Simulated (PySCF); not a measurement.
Be(tBu)(SeH), SMILES C[C](C)(C)[Be][SeH] (C4H10BeSe), GFN2-xTB optimised geometry.

```
16

Be     0.57    -0.51     0.00
C     -0.69     0.66     0.00
C     -1.79    -0.43     0.01
C     -0.91     1.55     1.23
C     -0.91     1.53    -1.25
H     -2.77     0.03     0.00
H     -1.73    -1.06     0.90
H     -1.72    -1.08    -0.87
H     -0.82     0.98     2.15
H     -0.18     2.36     1.26
H     -1.91     1.99     1.20
H     -0.19     2.34    -1.29
H     -0.83     0.95    -2.16
H     -1.91     1.97    -1.22
Se     1.35    -2.36     0.00
H      2.77    -2.36     0.00
```

Density from PySCF 2.14.0 with CAM-B3LYP/def2-TZVP at that geometry.

Minimum of the electron density along straight lines between bonded atoms, close to the bond critical point (lines longer than 1.1 times the sum of covalent radii, or with two minima, are not listed):

```
bond      length / Å  ρ at the minimum / e bohr⁻³  ∇²ρ there / e bohr⁻⁵  position (fraction from the first atom)
--------  ----------  ---------------------------  --------------------  ---------------------------------------
Be1–C2         1.726                        0.096                  0.28                                     0.33
C2–C3          1.547                        0.234                 -0.53                                     0.49
C2–C4          1.534                        0.242                 -0.59                                     0.50
C2–C5          1.534                        0.242                 -0.59                                     0.50
C3–H6          1.091                        0.277                 -0.94                                     0.64
C3–H7          1.091                        0.278                 -0.95                                     0.64
C3–H8          1.091                        0.278                 -0.95                                     0.64
C4–H9          1.088                        0.280                 -0.96                                     0.64
C4–H10         1.087                        0.281                 -0.97                                     0.64
C4–H11         1.092                        0.277                 -0.95                                     0.64
C5–H12         1.087                        0.281                 -0.97                                     0.64
C5–H13         1.088                        0.280                 -0.96                                     0.64
C5–H14         1.092                        0.277                 -0.95                                     0.64
Be1–Se15       2.004                        0.077                  0.19                                     0.30
Se15–H16       1.419                        0.190                 -0.34                                     0.63
```
